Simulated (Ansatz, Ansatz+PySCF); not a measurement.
```csv
atom,x (Å),y (Å),z (Å)
C,0.0000,0.0000,0.0000
C,1.1691,0.6750,0.0000
C,2.4249,-0.0500,0.0000
C,3.5940,0.6250,0.0000
C,4.8497,-0.1000,0.0000
C,5.4343,-0.4375,1.1691
C,6.6901,-1.1625,1.1691
C,7.2746,-1.5000,2.3383
H,0.0000,-1.0900,0.0000
H,-0.9440,0.5450,0.0000
H,1.1691,1.7650,0.0000
H,2.4249,-1.1400,0.0000
H,3.5940,1.7150,0.0000
H,5.3217,-0.3725,-0.9440
H,4.9623,-0.1650,2.1131
H,7.1620,-1.4350,0.2252
H,6.8026,-1.2275,3.2822
H,8.2186,-2.0450,2.3383
```

Basis set: def2-SVP (spherical functions). Charge 0, multiplicity 1.

Computed with Ansatz (development build ahead of 0.2.0); each method stands on the lowest determinant of its kind that the runs found. Restricted functionals stand beside restricted open-shell atoms, which can lie above the unrestricted atoms usual in DFT and then raise those values.

(1) Give the atomization energy at this shape (free ground-state atoms in the same class of orbitals less the molecule, no zero-point energy) of singlet C₈H₁₀ by ωB97X (unrestricted), PBE0 (restricted), PBE0 (unrestricted), UHF, RHF.

## Answers

(1)

```csv
method,atomization energy
ωB97X (unrestricted),1909.80 kcal/mol
PBE0 (restricted),1943.67 kcal/mol
PBE0 (unrestricted),1935.53 kcal/mol
UHF,1448.87 kcal/mol
RHF,1463.44 kcal/mol
```

Caution for UHF: the unrestricted determinant is a mixture of spin states.

The shape needn't be a minimum at these levels.
